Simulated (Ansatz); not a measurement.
Geometry optimisation, Ansatz 0.2.0, RKS PBE-D4/6-31G*.

Input file:

```yaml
crystal:
  periodic: [false, false, false]
  atoms:
    - { symbol: B, position_ang: [-0.646, 0.8755, 2.1237] }
    - { symbol: "N", position_ang: [-0.5184, -0.0762, 0.9642] }
    - { symbol: C, position_ang: [-1.62912, -1.00919, 0.97599] }
    - { symbol: C, position_ang: [-1.6203, -2.0169, -0.17527] }
    - { symbol: Al, position_ang: [0.0184, -3.25927, 0.02601] }
    - { symbol: H, position_ang: [0.1256, 1.0275, 2.9571] }
    - { symbol: H, position_ang: [-1.6418, 1.588, 2.1694] }
    - { symbol: H, position_ang: [-0.62945, 0.51232, 0.12462] }
    - { symbol: H, position_ang: [-2.62781, -0.39753, 0.87408] }
    - { symbol: H, position_ang: [-1.71464, -1.53843, 1.93956] }
    - { symbol: H, position_ang: [-1.44623, -1.44611, -1.1383] }
    - { symbol: H, position_ang: [-2.48626, -2.61495, -0.20049] }
    - { symbol: H, position_ang: [0.8328, -3.23184, 1.46566] }
    - { symbol: H, position_ang: [0.99474, -3.42296, -1.20923] }
basis:
  gaussian: { orbitals: "6-31G*" }
hamiltonian:
  xc: pbe
  dispersion: d4
relax:
  f_tol: 0.015
  max_steps: 40
```

Command:

```bash
$ ansatz run input.yaml --threads 2 --pin off --max-ram 3072MiB --backend cpu --events-out ev --progress --plain --runs-dir out
```

Task: Where does it end, and by what steps?

Result: The run converged. After 24 steps the energy has fallen by 2.363 eV; H7 moved furthest, 2.13 Å. Joined: N2–Al5.

```csv
step,energy less start (eV),largest force component (eV/Å),accepted
0,0.0000,2.832,yes
1,-0.5785,1.461,yes
2,-0.7614,0.403,yes
3,-0.8753,0.553,yes
4,-1.0038,0.342,yes
5,-1.1372,0.269,yes
6,-1.2707,0.272,yes
7,-1.3963,0.235,yes
8,-1.5216,0.296,yes
9,-1.6587,0.549,yes
10,-1.7999,0.829,yes
11,-1.9477,0.865,yes
12,-2.0989,0.649,yes
13,-2.1978,0.609,yes
14,-2.2680,0.542,yes
15,-2.3126,0.268,yes
16,-2.3405,0.304,yes
17,-2.3496,0.254,yes
18,-2.3579,0.168,yes
19,-2.3615,0.119,yes
20,-2.3626,0.033,yes
21,-2.3629,0.052,yes
22,-2.3632,0.023,yes
23,-2.3633,0.030,yes
24,-2.3634,0.012,yes
```

```xyz
14
Properties=species:S:1:pos:R:3
B -0.198 0.204 2.046
N -0.791 -0.111 0.794
C -2.099 -0.813 0.568
C -1.798 -2.161 -0.111
Al 0.110 -2.232 0.513
H 0.853 0.790 2.038
H -0.764 -0.143 3.048
H -0.403 0.308 -0.059
H -2.765 -0.136 0.001
H -2.537 -0.956 1.569
H -1.878 -2.086 -1.209
H -2.485 -2.954 0.225
H 0.453 -2.732 2.005
H 1.312 -1.988 -0.532
```

Time of the run: 58 s on 2 threads of Intel(R) Xeon(R) 6975P-C (Granite Rapids), on a shared host, peak memory 0.17 GiB.
